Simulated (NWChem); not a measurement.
System: SiNH2Cl3; SMILES N[Si](Cl)(Cl)Cl

The following NWChem deck was run.

```
start job
memory heap 200 mb stack 900 mb global 1100 mb
geometry units angstroms
  N     -0.273795     1.944592     0.000000
  Si    -0.031370     0.267102     0.000000
  Cl    -0.892594    -0.507801     1.686821
  Cl    -0.892594    -0.507801    -1.686821
  Cl     1.935330    -0.339513     0.000000
  H     -0.127201     2.486848     0.843997
  H     -0.127201     2.486848    -0.843997
end
basis spherical
  * library sto-3g
end
dft
  xc hfexch
  iterations 150
end
driver
  maxiter 120
end
task dft optimize
task dft freq
```

The level has its own optimisation; frequencies are unscaled.

Task: What results follow from this input? (Hartree-Fock/STO-3G.) Quantities: r N–Si (Å); r H–N (Å); highest harmonic frequency (cm⁻¹); lowest (cm⁻¹); zero-point energy (kcal/mol); dipole (D).

Result: 
```yaml
r N–Si (Å): 1.683
r H–N (Å): 1.015
highest harmonic frequency (cm⁻¹): 4234
lowest (cm⁻¹): 106
zero-point energy (kcal/mol): 22.7
dipole (D): 3.47
```
